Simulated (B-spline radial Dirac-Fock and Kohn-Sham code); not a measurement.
# Hg¹⁵⁺: L2-M45M45 lines in intermediate coupling

System: mercury as Hg¹⁵⁺ in the configuration 1s2 2s2 2p6 3s2 3p6 3d10 4s2 4p6 4d10 4f14 5s2 5p3.

Input file task.json (cfg lists n, l and occupation; rrms is the nuclear radius in fm):

```json
{"items": [{
  "Z": 80,
  "q": 15,
  "cfg": [[1, 0, 2], [2, 0, 2], [2, 1, 6], [3, 0, 2], [3, 1, 6], [3, 2, 10], [4, 0, 2], [4, 1, 6], [4, 2, 10], [4, 3, 14], [5, 0, 2], [5, 1, 3]],
  "A": 202,
  "rrms": 5.4648,
  "do": ["binding", "quiet", "double"]
}]}
```

Launch: `python xray_run.py task.json out`

The computed values come from an atomic code on a B-spline grid: Dirac-Fock energy differences between relaxed states, corrected for Breit and QED terms. The two-hole levels come from diagonalising the Coulomb interaction among the jj configurations; intensities are independent-particle Coulomb rates. Kinetic energies are from the vacuum level. No correlation. Open outer shells are spectators and are not coupled to the holes.

| kinetic energy (eV) | J | leading jj holes (weight) | leading LS term (weight) |
| --- | --- | --- | --- |
| 8994.8 | 0 | M4M4 (0.99) | ³P0 (0.51) |
| 9020.7 | 2 | M4M4 (1.00) | ³F2 (0.61) |
| 9101.5 | 4 | M4M5 (0.99) | ¹G4 (0.86) |
| 9102.7 | 1 | M4M5 (1.00) | ³P1 (1.00) |
| 9107.6 | 2 | M4M5 (0.99) | ³P2 (0.51) |
| 9118.0 | 3 | M4M5 (1.00) | ³F3 (1.00) |
| 9176.1 | 0 | M5M5 (0.99) | ¹S0 (0.51) |
| 9197.4 | 2 | M5M5 (1.00) | ¹D2 (0.49) |
| 9206.7 | 4 | M5M5 (0.99) | ³F4 (0.86) |

The intensity is shared as follows: 9101.5 eV 67.9 %, 9020.7 eV 17.1 %, 9118.0 eV 8.4 %, 8994.8 eV 2.1 %, 9197.4 eV 1.6 %, 9107.6 eV 1.3 %, 9102.7 eV 1.1 %, 9206.7 eV 0.4 %, 9176.1 eV 0.2 %.

The strongest line, by its leading LS label ¹G4, lies at 9101.5 eV. The mean weight of the leading component is 1.00 in jj and 0.70 in LS coupling, so jj labels describe these levels better.
